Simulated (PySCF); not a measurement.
Structure problem from calculated spectra and properties.

Formula: C3H8O2SSi.

- 13C NMR: chemical shifts (computed TMS as zero) by class: 186.7 (1 C), 51.1 (1 C), 13.3 (1 C) ppm [GIAO PBE0/pcSseg-1]
- UV, first state: lowest singlet excitation: 4.65 eV (266 nm, f = 0.014) [TDDFT PBE0/def2-SVPD]
- Triplet: lowest triplet excitation (Tamm–Dancoff): 4.13 eV [TDA PBE0/def2-SVPD]
- NMR, other nuclei: isotropic shieldings of nuclei other than C and H, by class: -167 (1 O), 112 (1 O), 397 (1 Si), 711 (1 S) ppm [GIAO PBE0/pcSseg-1]
- Rotational structure: rotational constants A, B, C: 3.561, 0.948, 0.840 GHz [PBE0-D3(BJ)/def2-SVP]
- Dipole: 1.29 D [PBE0/def2-SVPD]

The electronic properties come from PySCF, for the isolated species, density fitting. Levels stand in brackets. Isolated species at its PBE0-D3(BJ)/def2-SVP geometry (one conformer only). NMR values are class means; diastereotopic atoms form classes of their own.

Problem. What is the compound? Reason from the data.

Solution. Numbering: `[CH3:1][O:2][C:3](=[O:4])[SiH2:5][S:6][CH3:7]`. Its formula, C3H8O2SSi, gives 1 degree of unsaturation: 0 rings and 1 π bond in the structure found. 3 carbons fall into 3 classes; from least to most shielded: carbonyl carbon [C3] (186.7 ppm), methoxy carbon [C1] (51.1 ppm), S-methyl carbon [C7] (13.3 ppm). The other shieldings belong to: -167 ppm, carbonyl oxygen [O4]; 112 ppm, oxygen singly bound to a carbonyl carbon [O2]; 397 ppm, SiH2 silicon [Si5]; 711 ppm, sulfur bonded to C and Si [S6]. S1 is mainly HOMO→LUMO (weight 0.87); the largest Löwdin shares of the orbital it empties are 0.61 on the sulfur bonded to C and Si, 0.09 on the S-methyl carbon, 0.09 on the SiH2 silicon and 0.07 on the carbonyl oxygen, of the orbital it fills 0.30 on the carbonyl carbon, 0.22 on the carbonyl oxygen, 0.16 on the SiH2 silicon and 0.14 on the oxygen singly bound to a carbonyl carbon. The optimised geometry has point group C1 and is an asymmetric top. Structure: `CS[SiH2]C(OC)=O`. Computed isomers that give other values at the same levels: `CS[SiH2]OC(C)=O` (13C chemical shifts (computed TMS as zero) by class: 177.8 (1 C), 22.2 (1 C), 9.6 (1 C) ppm). The assignments are read from this structure; whether some other isomer fits the data as well wasn't checked.

Shape of the structure used: `[CH3:1][O:2][C:3](=[O:4])[SiH2:5][S:6][CH3:7]`: C1–O2–C3–O4 0°, O2–C3–Si5–S6 122°, C3–Si5–S6–C7 62°.
